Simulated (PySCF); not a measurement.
## Does the structure fit the spectrum?

A compound C$_{5}$H$_{11}$NSi gives the data below (simulated from a calculation) and was assigned the structure `CC#CCN(C)[SiH3]`.

¹³C{¹H} NMR (computed): δ 112.5 (C), 84.2 (C), 40.7 (CH3, 2C), 6.0 (CH3).

¹H NMR (600 MHz, computed): δ 4.90 (s, 2H), 2.66 (s, 6H), 2.10 (s, 3H).

- shielding tensors at PBE0/pcSseg-1 (GIAO)
- coordinates at the GFN2-xTB level
- code: PySCF 2.14
- rapidly exchanging positions averaged, isolated molecule, a single conformation, non-relativistic

Chemical shifts δ = σref − σ; ¹H (σref 31.72), ¹³C (σref 186.93) vs TMS, all at this level.

**Question.** Compare with the shifts computed for the proposed structure, pairing carbons in order of shift.

**Answer.** Numbering as in the mapped SMILES `[CH3:1][C:2]#[C:3][CH2:4][N:5]([CH3:6])[SiH3:7]`. Each H is labelled by its parent atom.

```json
{"atom": "C2", "computed for proposal": "86.5", "given list": "112.5", "difference": "-26.0"}
{"atom": "C3", "computed for proposal": "83.4", "given list": "84.2", "difference": "-0.8"}
{"atom": "C4", "computed for proposal": "45.9", "given list": "40.7", "difference": "+5.2"}
{"atom": "C6", "computed for proposal": "39.5", "given list": "40.7", "difference": "-1.2"}
{"atom": "C1", "computed for proposal": "4.7", "given list": "6.0", "difference": "-1.3"}
```

The rms difference is 11.9 ppm and the largest -26.0 ppm at C2 (alkyne carbon). The proposal also would give 5 carbon signals, not 4. The carbon types in order of shift don't match either: C, C, CH2, CH3, CH3 for the proposal against C, C, CH3, CH3, CH3 in the data. The proposal doesn't fit.

**Question.** Which isomer fits?

**Answer.** `InChI=1S/C5H11NSi/c1-4-5-7-6(2)3/h7H2,1-3H3`.

Carbon types of the structure: 2 × C, 3 × CH3, leaving 2 H on heteroatoms. δC 112.5, 84.2: alkyne carbon. δC 40.7: methyl carbon bonded to N; pulled downfield by the heteroatom. δC 6.0: propargylic methyl carbon; saturated and bonded to C and H only. δH 2.66: hydrogen on a methyl carbon bonded to N; its carbon carries N, which withdraws density.

This is the structure that produced the data.

Shifts are as computed. Against solution values, carbons near 30 ppm lie about +3 ppm off and those near 130 ppm about +5 ppm. Of 1211 compounds with measured shifts, 218 miss one by over three times the rms of a fit or turn the order of signals round; such compounds aren't used in these exercises. No couplings were computed; multiplicities are counted from neighbouring protons, with m where these are inequivalent, close in shift, in a saturated or five-membered ring or joined by F or P, and br s for small geminal =CH2 splittings.
